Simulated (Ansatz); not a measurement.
Species: C$_{3}$H$_{8}$BrSi, net charge 0, doublet state. It need not be the lowest isomer of its formula. 
Geometry from a B3LYP-D3(BJ)/def2-TZVP (Ansatz, a program for electronic structure) optimisation:
```
Si
C 1 1.8344
H 2 1.0844 1 122.53
H 2 1.0844 3 114.66 1 -174.04
C 1 1.8647 2 111.70 3 29.55
H 5 1.0910 1 110.90 2 -55.01
H 5 1.0910 6 108.08 1 121.60
H 5 1.0929 6 108.32 7 117.24
C 1 1.8647 2 111.70 3 156.88
H 9 1.0910 1 110.90 2 55.01
H 9 1.0910 10 108.08 1 -121.60
H 9 1.0929 10 108.32 11 -117.24
Br 1 2.2751 2 106.65 3 -86.79
```
Charge 0, spin multiplicity 2.

Computed values are from Ansatz. Cores are frozen in the correlated levels unless marked. UHF or UKS for open shells. No spin-orbit coupling. The frozen core is the preceding noble-gas configuration, with the filled d and f shells of earlier blocks. No relativistic terms. CBS marks a two-point X^-3 extrapolation of the correlation energy; Hartree-Fock from the larger set.

Q: What is the total energy at CCSD(T)/CBS(def2-TZVPP,def2-QZVPP)?

A: -2980.7533 Eh.

Q: What is the T1 diagnostic at CCSD/def2-QZVPP?

A: 0.011.

Q: What is the dipole moment at CCSD(T)/def2-SVPD?

A: 2.41 D.

Q: What is the atomisation energy De at CCSD(T)/CBS(def2-TZVPP,def2-QZVPP)?

A: 1136.0 kcal/mol.
